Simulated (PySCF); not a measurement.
Zn(H)(SeH) (H2SeZn), SMILES [ZnH][SeH]. Atoms are numbered in the order given.

```xyz
4

Zn     0.0002     1.1949     0.0000
H      0.0109     2.7304     0.0000
Se    -0.0424    -1.1012     0.0000
H      1.4277    -1.1381     0.0000
```

Geometry optimised at PBE0-D3(BJ)/def2-TZVP.

These are TDDFT-B3LYP/def2-TZVPD (PySCF 2.14.0) values and carry that method's errors.

Vertical excitations. The molecule is in vacuum. State labels are in the subgroup Cs.

```tsv
state	symmetry	energy (eV)	λ (nm)	f	main pairs
S1	A"	4.59	270	0.000	HOMO→LUMO 99 %
S2	A"	4.97	250	0.052	HOMO→LUMO+1 99 %
S3	A'	5.25	236	0.029	HOMO→LUMO+2 92 %
S4	A"	5.60	221	0.000	HOMO→LUMO+3 97 %
S5	A'	5.74	216	0.003	HOMO−1→LUMO 98 %
S6	A"	6.11	203	0.003	HOMO−1→LUMO+2 98 %
S7	A'	6.52	190	0.251	HOMO−1→LUMO+1 70 %, HOMO−1→LUMO+3 24 %
S8	A"	6.73	184	0.000	HOMO→LUMO+4 81 %
S9	A"	6.83	181	0.003	HOMO→LUMO+5 92 %
S10	A'	7.02	177	0.011	HOMO→LUMO+6 97 %
T1	A"	4.45	279	0	HOMO→LUMO 89 %
T2	A"	4.64	267	0	HOMO→LUMO+1 92 %
T3	A'	4.75	261	0	HOMO→LUMO+2 97 %
T4	A"	5.24	237	0	HOMO→LUMO+3 90 %
```
Triplets are in the Tamm–Dancoff approximation, which puts them higher than full response would, so one can lie above its singlet here.
